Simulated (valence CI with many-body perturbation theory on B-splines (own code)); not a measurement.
# Energy levels of S IV

Level of theory: configuration interaction combined with many-body perturbation theory (CI+MBPT): three valence electrons over a frozen Dirac-Fock core [Ne], a basis of 11 s, 11 p, 9 d, 7 f, 5 g, 2 h, 1 i functions for each j, with the one-electron correlation potential Σ1 (screened to all orders), the two-electron term Σ2, the three-electron term Σ3, Breit, model QED; selected single and double excitations, second order for the rest, scaled by the run's own slope (own B-spline code, finite nucleus).

Set against measurement, 64 paired levels are off by 78 cm⁻¹ on average, the worst by 191. These come from a selection out of NIST levels in Podobedova, Kelleher and Wiese, J. Phys. Chem. Ref. Data 38, 171 (2009). Levels without a partner in it may be off by more.

Levels 1 to 45 of 69, with energies above the lowest level, 3s²3p ²P°_1/2. "Leading %" is the weight of the configuration and term that name the level; weights of strongly mixed levels are sums over their largest components and can fall short. Lifetimes count E1, E2, E3, M1 and M2 decay at the calculated energies, and are blank where another channel may lead or the interval is too uncertain; long ones can be off by a factor of two.

```
No.  Configuration  Term    J  E (cm⁻¹)  Leading %  Lifetime      g
  1          3s²3p   ²P°  1/2       0.0         95            0.666
  2          3s²3p   ²P°  3/2       953         95     128 s  1.334
  3          3s3p²    ⁴P  1/2     71082         99   9.51 μs  2.670
  4          3s3p²    ⁴P  3/2     71426         99   52.1 μs  1.735
  5          3s3p²    ⁴P  5/2     71974         99   20.6 μs  1.601
  6          3s3p²    ²D  3/2     94048         81   5.69 ns  0.800
  7          3s3p²    ²D  5/2     94096         81   5.92 ns  1.200
  8          3s3p²    ²S  1/2    123588         96    343 ps  1.999
  9          3s3p²    ²P  1/2    133709         94    117 ps  0.669
 10          3s3p²    ²P  3/2    134336         94    116 ps  1.334
 11          3s²3d    ²D  3/2    152145         79   95.0 ps  0.799
 12          3s²3d    ²D  5/2    152159         79   96.3 ps  1.200
 13          3s²4s    ²S  1/2    181488         94    163 ps  2.002
 14            3p³   ²D°  3/2    184922         58   3.59 ns  0.800
 15            3p³   ²D°  5/2    185015         58   3.55 ns  1.200
 16            3p³   ⁴S°  3/2    196437         98    133 ps  2.001
 17         3s3p3d   ⁴F°  3/2    203267         98    803 ns  0.399
 18         3s3p3d   ⁴F°  5/2    203459         98    606 ns  1.029
 19         3s3p3d   ⁴F°  7/2    203733         98    667 ns  1.239
 20         3s3p3d   ⁴F°  9/2    204093         98            1.334
 21            3p³   ²P°  3/2    211347         55    718 ps  1.334
 22            3p³   ²P°  1/2    211356         52    778 ps  0.666
 23          3s²4p   ²P°  1/2    213520         73    391 ps  0.666
 24          3s²4p   ²P°  3/2    213729         77    411 ps  1.334
 25         3s3p3d   ⁴P°  5/2    222065         96    160 ps  1.596
 26         3s3p3d   ⁴P°  3/2    222354         96    158 ps  1.721
 27         3s3p3d   ⁴P°  1/2    222559         97    159 ps  2.641
 28         3s3p3d   ⁴D°  1/2    224217         97   93.2 ps  0.027
 29         3s3p3d   ⁴D°  3/2    224309         96   94.0 ps  1.214
 30         3s3p3d   ⁴D°  5/2    224413         96   94.2 ps  1.377
 31         3s3p3d   ⁴D°  7/2    224493         98   93.7 ps  1.429
 32         3s3p3d   ²D°  5/2    233578         73    116 ps  1.200
 33         3s3p3d   ²D°  3/2    233609         73    116 ps  0.800
 34         3s3p3d   ²F°  5/2    241617         96    249 ps  0.857
 35         3s3p3d   ²F°  7/2    242394         96    249 ps  1.143
 36          3s²4d    ²D  3/2    255354         94   1.38 ns  0.799
 37          3s²4d    ²D  5/2    255357         94   1.39 ns  1.200
 38         3s3p3d   ²F°  7/2    257576         55    128 ps  1.143
 39         3s3p3d   ²F°  5/2    257707         54    129 ps  0.857
 40         3s3p4s   ⁴P°  1/2    263069         97    214 ps  2.669
 41         3s3p4s   ⁴P°  3/2    263421         97    214 ps  1.734
 42         3s3p4s   ⁴P°  5/2    264042         97    214 ps  1.601
 43         3s3p3d   ²P°  3/2    264952         73   95.4 ps  1.334
 44         3s3p3d   ²P°  1/2    265123         73   97.6 ps  0.666
 45         3s3p4s   ²P°  1/2    270794         86    143 ps  0.667
```

Names give the largest LS component (configuration and term), which can be under half, so a name can repeat, a term be missing and a line seem to break the LS rules; names also repeat where a configuration has a term twice.

The ionisation energy to 3s² ¹S0 of the next ion comes out as 47.359 eV (NIST: 47.222 ± 0.012 eV (semi-empirical)). All 69 levels together are meant to be complete up to 306018 cm⁻¹.
